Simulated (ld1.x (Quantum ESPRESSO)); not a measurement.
## Building the PAW potential for bromine (LDA (PZ), scalar-relativistic).

- Element: bromine
- Generator: ld1.x (Quantum ESPRESSO) 7.5
- Type: PAW
- Functional: LDA (PZ)
- Relativity: scalar-relativistic
- Frozen core: [Ar] 3d10
- Valence charge: 7
- Reference configuration: 4s2 4p3 (charge +2)
- Partial waves: 4s (bound): rcut 1.20, rcutus 1.45 bohr; 4s channel at -2.65 Ry: rcut 1.20, rcutus 1.45 bohr; 4p (bound): rcut 1.35, rcutus 1.55 bohr; 4p channel at -1.75 Ry: rcut 1.35, rcutus 1.55 bohr; 4d channel at 0.05 Ry: rcut 1.50, rcutus 1.60 bohr; 4d channel at 1.05 Ry: rcut 1.50, rcutus 1.60 bohr
- Local potential: all-electron potential smoothed inside 1.15 bohr (lloc = -2)
- Core correction: Bessel-smoothed model core inside 1.45 bohr
- Augmentation charge: PSQ, inside the norm-conserving radii

(1) Estimate the cutoffs (Ry, on a coarse ladder) from which the occupation-weighted sum of valence levels, in a spherical-Bessel basis at the reference potential, stays within 10 and 1 mRy of its value at 400 Ry.

(2) Does the potential have ghost states?

(3) Is the overlap operator S = 1 + Σ q|β⟩⟨β| positive definite (Bessel basis up to 400 Ry)?

(4) Which valence shell sets the plane-wave cutoff?

(5) Tests: 4s2 4p5; 4s2 4p4; 4s2 4p2; 4s2 4p1; 4s1 4p5; 4s2 4p4.5; 4s1 4p6. Which has the largest error in its energy relative to the reference configuration, and how large is it?

Results:

(1) 18 Ry and 40 Ry.

(2) No extra level below or beside the all-electron valence levels (s, p, d, f tested).

(3) Yes: its lowest eigenvalue is 0.43 (s channel).

(4) 4s: its level needs 21 Ry to come within 1 mRy, against 15 Ry for 4p.

(5) 4s2 4p1, with -111 meV (all-electron minus pseudo) on +80.57 eV.
